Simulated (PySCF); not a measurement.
Al(F)(vinyl)2 (C4H6AlF), SMILES [CH]([Al]([F])[CH]=C)=C. Atoms are numbered in the order given.

```xyz
12

Al     0.0000     0.0000     0.6574
F      0.0000     0.0000     2.3293
C      1.6948    -0.1873    -0.2641
C      1.8643     0.2128    -1.5377
H      2.5804    -0.5963     0.2434
H      2.8268     0.1356    -2.0606
H      1.0478     0.6489    -2.1263
C     -1.6948     0.1873    -0.2641
C     -1.8643    -0.2128    -1.5377
H     -2.5804     0.5963     0.2434
H     -2.8268    -0.1356    -2.0606
H     -1.0478    -0.6489    -2.1263
```
Charge 0, spin multiplicity 1.

Geometry: B3LYP-D3(BJ)/def2-SVP. The structure was generated by enumeration; whether it is a known compound was not checked. One conformer was computed; it need not be the lowest.

The numbers are results of KT2/pcSseg-1 in PySCF, not measurements.

GIAO shieldings, no solvent; atoms listed in one row are averaged. δ = σ(ref) − σ: ¹⁹F against CFCl3 (σ = 127.1 ppm); ¹³C against TMS (σ = 185.1 ppm); ¹H against TMS (σ = 31.47 ppm), references at their B3LYP-D3(BJ)/def2-TZVP geometries, non-relativistic.

Problem. Estimate the chemical shifts. (Estimate from the structure and the level; the computed values follow.)

Solution. 
```csv
nucleus,atoms,count,δ (ppm)
¹⁹F,F2,1,-164.3
¹³C,"C4, C9",2,147.4
¹³C,"C3, C8",2,135.2
¹H,"H6, H11",2,7.03
¹H,"H12, H7",2,6.64
¹H,"H5, H10",2,6.35
```
